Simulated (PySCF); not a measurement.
Si(Cl)(Et)2(Vi), SMILES C=C[Si](Cl)(CC)CC (C₆H₁₃ClSi), GFN2-xTB optimised geometry.

```
21

C     -1.87    -2.52     2.20
C     -0.73    -2.73     1.56
Si    -0.18    -1.81     0.00
Cl     1.87    -1.81     0.00
C     -0.78     0.00     0.00
C     -0.33     0.78     1.23
C     -0.78    -2.74    -1.56
C     -0.31    -2.12    -2.87
H     -2.15    -3.07     3.08
H     -2.59    -1.79     1.86
H     -0.06    -3.47     1.95
H     -1.87     0.03    -0.06
H     -0.40     0.51    -0.89
H     -0.72     0.32     2.14
H      0.75     0.81     1.30
H     -0.69     1.81     1.19
H     -1.87    -2.80    -1.55
H     -0.42    -3.78    -1.51
H     -0.65    -2.71    -3.72
H     -0.71    -1.11    -2.98
H      0.77    -2.06    -2.90
```

Density from PBE0/def2-SVP run with PySCF 2.14.0 at that geometry.

Minimum of the electron density along straight lines between bonded atoms, close to the bond critical point (lines longer than 1.1 times the sum of covalent radii, or with two minima, are not listed):

| bond | length / Å | ρ at the minimum / e bohr⁻³ | ∇²ρ there / e bohr⁻⁵ | position (fraction from the first atom) |
|---|---|---|---|---|
| C1–C2 | 1.324 | 0.342 | -0.91 | 0.51 |
| C2–Si3 | 1.891 | 0.113 | 0.33 | 0.62 |
| Si3–Cl4 | 2.043 | 0.092 | 0.31 | 0.37 |
| Si3–C5 | 1.912 | 0.113 | 0.28 | 0.38 |
| C5–C6 | 1.527 | 0.238 | -0.52 | 0.50 |
| Si3–C7 | 1.914 | 0.112 | 0.28 | 0.38 |
| C7–C8 | 1.526 | 0.238 | -0.53 | 0.50 |
| C1–H9 | 1.079 | 0.283 | -1.09 | 0.63 |
| C1–H10 | 1.078 | 0.284 | -1.09 | 0.63 |
| C2–H11 | 1.084 | 0.278 | -1.03 | 0.63 |
| C5–H12 | 1.091 | 0.271 | -0.95 | 0.62 |
| C5–H13 | 1.091 | 0.271 | -0.96 | 0.62 |
| C6–H14 | 1.087 | 0.277 | -1.02 | 0.63 |
| C6–H15 | 1.087 | 0.278 | -1.02 | 0.63 |
| C6–H16 | 1.088 | 0.276 | -1.00 | 0.62 |
| C7–H17 | 1.091 | 0.271 | -0.96 | 0.62 |
| C7–H18 | 1.091 | 0.272 | -0.96 | 0.62 |
| C8–H19 | 1.088 | 0.276 | -1.00 | 0.62 |
| C8–H20 | 1.087 | 0.277 | -1.01 | 0.62 |
| C8–H21 | 1.087 | 0.278 | -1.02 | 0.63 |
